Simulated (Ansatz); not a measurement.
```yaml
crystal:
  periodic: [false, false, false]
  atoms:
    - {symbol: C, position_ang: [-1.508416, -2.632693, -0.221811]}
    - {symbol: C, position_ang: [-2.344752, -1.504635, 0.344356]}
    - {symbol: N, position_ang: [-1.885626, -0.196163, -0.063486]}
    - {symbol: C, position_ang: [-2.642080, 0.872413, 0.560030]}
    - {symbol: Zr, position_ang: [-0.360760, 0.381306, -1.241569]}
    - {symbol: Cl, position_ang: [-0.551087, 2.650827, -1.957299]}
    - {symbol: Cl, position_ang: [0.102065, -1.055166, -3.085975]}
    - {symbol: N, position_ang: [1.217543, 0.293090, -0.020414]}
    - {symbol: C, position_ang: [1.408793, -0.136917, 1.339712]}
    - {symbol: C, position_ang: [2.425987, 0.730212, -0.701956]}
    - {symbol: C, position_ang: [3.021948, 2.017714, -0.158497]}
    - {symbol: H, position_ang: [-0.456617, -2.531489, 0.064916]}
    - {symbol: H, position_ang: [-1.861624, -3.592281, 0.159806]}
    - {symbol: H, position_ang: [-1.560528, -2.665582, -1.311744]}
    - {symbol: H, position_ang: [-2.333669, -1.555168, 1.444430]}
    - {symbol: H, position_ang: [-3.395824, -1.637773, 0.046618]}
    - {symbol: H, position_ang: [-2.585279, 0.810767, 1.655048]}
    - {symbol: H, position_ang: [-3.701299, 0.835157, 0.273462]}
    - {symbol: H, position_ang: [-2.260956, 1.855192, 0.263685]}
    - {symbol: H, position_ang: [1.740652, 0.679970, 1.991996]}
    - {symbol: H, position_ang: [0.471865, -0.522549, 1.744202]}
    - {symbol: H, position_ang: [2.162140, -0.935169, 1.399807]}
    - {symbol: H, position_ang: [3.171643, -0.078123, -0.680093]}
    - {symbol: H, position_ang: [2.196006, 0.877612, -1.770056]}
    - {symbol: H, position_ang: [2.290945, 2.827558, -0.209509]}
    - {symbol: H, position_ang: [3.342041, 1.904856, 0.879207]}
    - {symbol: H, position_ang: [3.896908, 2.307022, -0.744878]}
basis:
  gaussian: {orbitals: def2-TZVPD, final_grid: {core_spheres: 1, valence_spheres: 1, degree: 5}}
hamiltonian: {xc: {name: wB97M-V}}
output: {forces: true}
```

```sh
$ ansatz run in.yaml --threads 11 --pin off --events-out ev --progress --plain --max-ram 110592MiB --backend cuda --devices 0, --max-vram 75GiB
```

It prints (some lines left out):

```
Functional definition: wB97M-V
3130 factors; their error is unknown
1089 factors; integrals over basis functions are off by at most 3.7e-5 eV
mean field evaluation 1: about -35776.5901 eV, gradient 8.2e1 eV
mean field evaluation 2: about -35766.2392 eV, gradient 1.1e2 eV
mean field evaluation 4: about -35791.4034 eV, gradient 4.4e0 eV
mean field evaluation 8: about -35745.0394 eV, gradient 2.9e1 eV
mean field evaluation 16: about -35747.0829 eV, gradient 1.6e-2 eV
mean field -35747.08292072 eV, -1313.6810670932 hartree, gradient 6.7e-5 eV, S^2 0.000000; 0 other end points of the search recorded, 0 dependent functions left out
reference -35747.08353041 eV, -1313.6810894991 hartree; 56, 56 occupied and 516, 516 virtual orbitals, 3130 factors
Total energy: -35747.08353041 eV, -1313.6810894991 hartree
Atom 0 at    -1.508416    -2.632693    -0.221811 Å, force    -2.248360     3.175075     1.022202 eV/Å
Atom 1 at    -2.344752    -1.504635     0.344356 Å, force     2.284875    -0.752608    -2.751635 eV/Å
Atom 2 at    -1.885626    -0.196163    -0.063486 Å, force    -6.900447    -2.895180     7.854068 eV/Å
Atom 3 at    -2.642080     0.872413     0.560030 Å, force     1.072661    -1.345929    -0.597598 eV/Å
Atom 4 at    -0.360760     0.381306    -1.241569 Å, force     0.250369     0.286969    -3.251676 eV/Å
Atom 5 at    -0.551087     2.650827    -1.957299 Å, force    -0.013565     1.157794    -1.713378 eV/Å
Atom 6 at     0.102065    -1.055166    -3.085975 Å, force     0.148957    -0.589714    -0.230733 eV/Å
Atom 7 at     1.217543     0.293090    -0.020414 Å, force     8.494227     1.425385     5.832646 eV/Å
Atom 8 at     1.408793    -0.136917     1.339712 Å, force    -0.103761    -0.653817    -3.384322 eV/Å
Atom 9 at     2.425987     0.730212    -0.701956 Å, force    -0.982004     2.335859     1.932492 eV/Å
Atom 10 at     3.021948     2.017714    -0.158497 Å, force    -1.127524    -3.102971    -1.325958 eV/Å
Atom 11 at    -0.456617    -2.531489     0.064916 Å, force    -3.810506    -0.224791    -1.159977 eV/Å
Atom 12 at    -1.861624    -3.592281     0.159806 Å, force     1.139871     3.182650    -1.584150 eV/Å
Atom 13 at    -1.560528    -2.665582    -1.311744 Å, force     0.084723     0.473003     4.700921 eV/Å
Atom 14 at    -2.333669    -1.555168     1.444430 Å, force     0.311073     0.043927    -3.794033 eV/Å
Atom 15 at    -3.395824    -1.637773     0.046618 Å, force     3.928115     0.681504     1.146467 eV/Å
Atom 16 at    -2.585279     0.810767     1.655048 Å, force    -0.003921    -0.395902    -4.593559 eV/Å
Atom 17 at    -3.701299     0.835157     0.273462 Å, force     3.515904     0.021775     1.206497 eV/Å
Atom 18 at    -2.260956     1.855192     0.263685 Å, force    -1.258312    -2.972357     1.298720 eV/Å
Atom 19 at     1.740652     0.679970     1.991996 Å, force    -1.064882    -2.322031    -1.619910 eV/Å
Atom 20 at     0.471865    -0.522549     1.744202 Å, force     2.696784     1.178176    -1.132666 eV/Å
Atom 21 at     2.162140    -0.935169     1.399807 Å, force    -2.691858     3.343566    -0.655158 eV/Å
Atom 22 at     3.171643    -0.078123    -0.680093 Å, force    -2.695716     2.789921    -0.255871 eV/Å
Atom 23 at     2.196006     0.877612    -1.770056 Å, force     1.037098    -0.698103     4.117832 eV/Å
Atom 24 at     2.290945     2.827558    -0.209509 Å, force     2.418666    -3.735695     0.342700 eV/Å
Atom 25 at     3.342041     1.904856     0.879207 Å, force    -1.119115     0.452250    -3.428131 eV/Å
Atom 26 at     3.896908     2.307022    -0.744878 Å, force    -3.363351    -0.858756     2.024210 eV/Å
Dipole moment:    -0.069819    -0.268477     0.864980 e Å
```

Task: What is wrong with this run?

Result: The integration grid is far too coarse. The calculation finished and met its thresholds. The result belongs to that input, not to the molecule as meant.
